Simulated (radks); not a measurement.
Results of a calculation; reference values are marked as such.
Spherical jellium clusters: N electrons in a uniform positive sphere of charge N and radius rs N^(1/3), rs = 2.87 bohr. Level of theory: non-relativistic Kohn-Sham, exchange-only LDA, spin-polarised, spherical densities (a radial shooting solver with Libxc functionals). Levels are named by radial order and angular momentum (1s, 1p, 1d, 2s, ...), and open shells are averaged over m.

N = 6, configuration 1s2 1p(up 3, down 1). This is the lowest configuration that the search found. Occupied and some empty levels:

| level | occupation | eigenvalue (eV) | <r> (bohr) |
|---|---|---|---|
| 1s up | 1 | -5.8761 | 3.663 |
| 1s down | 1 | -4.8738 | 3.636 |
| 1p up | 3 | -3.2722 | 4.776 |
| 1p down | 1 | -2.2629 | 4.996 |
| 2s up | 0 | -0.74017 | 7.786 |
| 1d up | 0 | -0.65137 | 6.536 |
| 2s down | 0 | -0.37819 | 9.415 |

Energy (eV): total -2.51571, kinetic 17.235, external -210.75, Hartree 99.439, exchange-correlation -21.147, background 112.70.

Electron density:

| r (bohr) | n(r) (e/bohr^3) |
|---|---|
| 0.191 | 0.009419 |
| 0.669 | 0.009685 |
| 1.15 | 0.01016 |
| 1.63 | 0.01065 |
| 2.10 | 0.01094 |
| 2.58 | 0.01082 |
| 3.06 | 0.01016 |
| 3.54 | 0.008969 |
| 4.02 | 0.007387 |
| 4.50 | 0.005661 |
| 4.98 | 0.004049 |
| 5.46 | 0.002726 |
| 5.93 | 0.001760 |
| 6.41 | 0.001104 |
| 6.89 | 0.0006796 |
| 7.37 | 0.0004133 |
| 7.85 | 0.0002488 |
| 8.33 | 0.0001491 |
| 8.80 | 0.00008896 |
| 9.28 | 0.00005305 |
